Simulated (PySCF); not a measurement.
HLiO, charge -1, doublet, at a GFN2-xTB geometry (such geometries of metal compounds can be far from the true shape) (a state made from the parent by changing its charge; the spin is typed, not shown lowest), with bond 1-2 at 1.3 times its length; CAMB3LYP/def2-SVP in PySCF.

PySCF was given this input:
```python
from pyscf import gto, scf, dft

mol = gto.Mole()
mol.atom = '''
    Li    0.000000    0.000000   -1.958979
    O     0.000000    0.000000    0.367566
    H     0.000000    0.000000    1.325727
'''
mol.basis = 'def2-svp'
mol.charge = -1
mol.spin = 1
mol.verbose = 4
mol.build()

mf = dft.UKS(mol)
mf.xc = 'camb3lyp'
mf.DIIS = scf.EDIIS
mf.kernel()
mf.analyze()
```

Q: Predict the main parts of the log of this PySCF run.

A: 
```
PySCF version 2.14.0

[INPUT] verbose = 4
[INPUT] num. atoms = 3
[INPUT] num. electrons = 13
[INPUT] charge = -1
[INPUT] spin (= nelec alpha-beta = 2S) = 1
[INPUT] symmetry False subgroup None
[INPUT] Mole.unit = angstrom
[INPUT] Symbol           X                Y                Z      unit          X                Y                Z       unit  Magmom
[...]
nuclear repulsion = 10.3604309047407
number of shells = 14
number of NR pGTOs = 47
number of NR cGTOs = 28
basis = def2-svp
ecp = {}

******** <class 'pyscf.dft.uks.UKS'> ********
method = UKS
initial guess = minao
damping factor = 0
level_shift factor = 0
DIIS = <class 'pyscf.scf.diis.EDIIS'>
diis_start_cycle = 1
diis_space = 8
diis_damp = 0
SCF conv_tol = 1e-09
SCF conv_tol_grad = None
SCF max_cycles = 50
direct_scf = True
direct_scf_tol = 1e-13
number electrons alpha = 7  beta = 6
XC library pyscf.dft.libxc version 7.1.2
    S. Lehtola, C. Steigemann, M. J. T. Oliveira, and M. A. L. Marques,  SoftwareX 7, 1–5 (2018)
XC functionals = camb3lyp
    T. Yanai, D. P. Tew, and N. C. Handy,  Chem. Phys. Lett. 393, 51 (2004)
radial grids:
    Treutler-Ahlrichs [JCP 102, 346 (1995); DOI:10.1063/1.469408] (M4) radial grids

becke partition: Becke, JCP 88, 2547 (1988); DOI:10.1063/1.454033
pruning grids: <function nwchem_prune>
grids dens level: 3
symmetrized grids: False
atomic radii adjust function: <function treutler_atomic_radii_adjust>
small_rho_cutoff = 0
Set gradient conv threshold to 3.16228e-05
tot grids = 37616
init E= -82.9519546603149

cycle= 1 E= -82.9852513910195  delta_E= -0.0333  |g|= 0.694  |ddm|= 0.959
cycle= 2 E= -78.7415096504451  delta_E= 4.24  |g|= 2.01  |ddm|= 9.96
cycle= 3 E= -82.5171297976795  delta_E= -3.78  |g|= 1.18  |ddm|=   10
cycle= 4 E= -82.6164685066935  delta_E= -0.0993  |g|= 1.04  |ddm|= 0.274
cycle= 5 E= -82.6164685064668  delta_E= 2.27e-10  |g|= 1.04  |ddm|= 4.36e-10
cycle= 6 E= -82.6164685069898  delta_E= -5.23e-10  |g|= 1.04  |ddm|= 1.01e-09
cycle= 7 E= -82.6164685050594  delta_E= 1.93e-09  |g|= 1.04  |ddm|= 3.72e-09
cycle= 8 E= -82.6164685050796  delta_E= -2.02e-11  |g|= 1.04  |ddm|= 3.87e-11
cycle= 9 E= -82.6164685067671  delta_E= -1.69e-09  |g|= 1.04  |ddm|= 3.25e-09
cycle= 10 E= -82.6164685068158  delta_E= -4.87e-11  |g|= 1.04  |ddm|= 9.38e-11

cycle= 11 E= -76.8606482936352  delta_E= 5.76  |g|= 2.26  |ddm|= 10.1
cycle= 12 E= -82.2381708346608  delta_E= -5.38  |g|= 1.33  |ddm|= 10.2
cycle= 13 E= -82.3145357622019  delta_E= -0.0764  |g|= 1.24  |ddm|=  0.2
[...]
SCF not converged.
SCF energy = -81.933686062285 after 50 cycles  <S^2> = 0.7503236  2S+1 = 2.0003236
**** SCF Summaries ****
Total Energy =                         -81.933686062284977
Nuclear Repulsion Energy =              10.360430904740690
One-electron Energy =                 -146.489454180369648
Two-electron Energy =                   54.195337213343976
Two-electron Coulomb Energy =           66.407026367129035
DFT Exchange-Correlation Energy =      -12.211689153785059
**** MO energy ****
                             alpha | beta                alpha | beta
[...]
To work with the spin densities directly, `use mulliken_meta_spin()` only printing them here.

 ** Mulliken spin pop alpha/beta on meta-lowdin orthogonal AOs **
 ** Mulliken Spin Density (per AO)  **
spin_pop of  0 Li 1s       -0.00001
spin_pop of  0 Li 2s        0.02434
spin_pop of  0 Li 3s        0.00407
spin_pop of  0 Li 2px      -0.00005
spin_pop of  0 Li 2py      -0.00001
spin_pop of  0 Li 2pz       0.00150
spin_pop of  0 Li 3px       0.00001
spin_pop of  0 Li 3py       0.00000
spin_pop of  0 Li 3pz       0.00003
spin_pop of  1 O 1s       -0.00000
spin_pop of  1 O 2s        0.07892
spin_pop of  1 O 3s        0.00274
spin_pop of  1 O 2px      -0.00032
spin_pop of  1 O 2py      -0.00046
spin_pop of  1 O 2pz       0.07565
spin_pop of  1 O 3px       0.00019
spin_pop of  1 O 3py       0.00029
spin_pop of  1 O 3pz       0.00099
spin_pop of  1 O 3dxy      0.00000
spin_pop of  1 O 3dyz      0.00010
spin_pop of  1 O 3dz^2     0.00076
spin_pop of  1 O 3dxz      0.00009
spin_pop of  1 O 3dx2-y2    0.00000
spin_pop of  2 H 1s        0.71331
spin_pop of  2 H 2s        0.09707
spin_pop of  2 H 2px       0.00008
spin_pop of  2 H 2py       0.00009
spin_pop of  2 H 2pz       0.00063
 ** Mulliken Spin Density (per atom)  **
spin density of  0 Li =      0.02989
spin density of  1 O =      0.15894
spin density of  2 H =      0.81117
 ** Mulliken pop alpha/beta on meta-lowdin orthogonal AOs **
 ** Mulliken pop       alpha | beta **
[...]
In total             7.00000 | 6.00000
 ** Mulliken atomic charges   ( Nelec_alpha | Nelec_beta ) **
charge of  0Li =      0.94837  (     1.04076      1.01087 )
charge of  1O =     -1.71100  (     4.93497      4.77603 )
charge of  2H =     -0.23737  (     1.02427      0.21310 )

WARN: System has nonzero charge -1; the dipole moment is origin-dependent.
Location of origin: [0. 0. 0.]

Dipole moment(X, Y, Z, Debye): -0.00000,  0.00000, -15.41314
```

The run did not converge; its last values are not results.
